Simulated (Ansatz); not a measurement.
Z-matrix (Å, degrees):
```
Hf
Se 1 2.637
N 1 2.039 2 110.9
N 1 2.038 2 112.0 3 -121.1
C 1 2.993 2 98.5 3 -98.7
C 1 3.156 2 122.0 3 -19.6
N 1 2.032 2 105.3 3 118.0
C 1 3.164 2 112.8 3 98.0
C 1 3.018 2 94.4 3 19.1
C 1 3.171 2 119.1 3 -142.2
C 1 2.991 2 93.6 3 140.9
H 2 1.472 1 91.6 3 71.7
H 5 1.099 1 123.1 2 -41.6
H 5 1.100 1 126.8 2 158.1
H 5 1.098 1 73.9 2 58.6
H 6 1.092 1 80.8 2 -119.9
H 6 1.100 1 124.4 2 135.0
H 6 1.100 1 122.6 2 -14.3
H 8 1.100 1 123.3 2 145.9
H 8 1.092 1 81.4 2 -108.5
H 8 1.099 1 123.1 2 -2.5
H 9 1.100 1 125.3 2 148.4
H 9 1.099 1 124.1 2 -53.0
H 9 1.096 1 74.8 2 47.3
H 10 1.093 1 81.6 2 -109.3
H 10 1.100 1 121.7 2 -3.4
H 10 1.100 1 124.8 2 145.1
H 11 1.099 1 125.2 2 -39.8
H 11 1.097 1 74.0 2 59.9
H 11 1.100 1 124.5 2 160.5
```

Charge 0, multiplicity 1. Hf: def2 effective core potential.

(1) List the r2SCAN/def2-TZVPP orbital energies in eV (Ansatz). (Estimate.)

Results:

(1) The calculation gave: Occupied: -12332.98, -1573.64, -1410.89, -1410.84, -1410.83, -384.94, -384.85, -384.79, -273.82, -273.79, -273.65, -273.65, -273.64, -273.58, -209.76, -153.23, -153.04, -153.00, -64.92, -53.58, -53.52, -53.48, -53.34, -53.34, -33.99, -33.96, -33.81, -23.29, -23.14, -23.06, -18.48, -18.43, -18.31, -16.85, -15.70, -15.61, -15.54, -12.11, -11.71, -11.68, -11.56, -11.52, -11.50, -11.39, -11.34, -11.24, -9.89, -9.87, -9.78, -9.39, -9.29, -9.19, -9.08, -8.07, -7.96, -7.94, -6.49, -5.78, -5.51, -5.33, -5.20. Lowest empty: -0.73, -0.54, -0.18, -0.04, 0.22, 0.34, 1.09, 1.59.
